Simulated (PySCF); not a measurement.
**Spinor energies of O (oxygen, neutral)**

Start: [He] 2s2 2p4; 2p1/2 filled at m_j = -1/2, +1/2; 2p3/2 filled at m_j = +1/2, +3/2. Calculated with PySCF 2.14 in x2c-QZVPPall-2c: generalised Hartree-Fock with the X2C-1e Hamiltonian and a Gaussian nucleus; one run each with spin-orbit coupling (SO) switched off, then screened by Boettger's factors.

```json
{"spinor shell": "1s1/2", "electrons": "2", "ε, spin-free (eV)": "-562.82", "ε, screened SO (eV)": "-562.81", "weight of nominal j (screened SO)": "1.000", "rms radius, screened SO (bohr)": "0.230"}
{"spinor shell": "2s1/2", "electrons": "2", "ε, spin-free (eV)": "-33.947", "ε, screened SO (eV)": "-33.944", "weight of nominal j (screened SO)": "1.000", "rms radius, screened SO (bohr)": "1.26"}
{"spinor shell": "2p3/2", "electrons": "2", "ε, spin-free (eV)": "-17.313", "ε, screened SO (eV)": "-18.652", "weight of nominal j (screened SO)": "0.832", "rms radius, screened SO (bohr)": "1.37"}
{"spinor shell": "2p1/2", "electrons": "2", "ε, spin-free (eV)": "-17.313", "ε, screened SO (eV)": "-15.974", "weight of nominal j (screened SO)": "0.669", "rms radius, screened SO (bohr)": "1.45"}
```

```csv
quantity,spin-free,screened SO
E (hartree),-74.86703,-74.86740
M_J,2,2
⟨J²⟩,6.013,6.013
⟨L²⟩,2.004,2.004
⟨S²⟩,2.010,2.009
```

Each row is a mean over spinors that exchange with the open shell spreads, by up to 9.365 eV (2s1/2).

Rows whose weight is well below 1 are mixtures of j = l ± 1/2: exchange outweighs spin-orbit coupling there, and the label is only the starting occupation.

Without spin-orbit coupling the j labels of p, d and f shells carry no meaning; the spin-free column gives the mean over the occupied spinors of each nl shell.
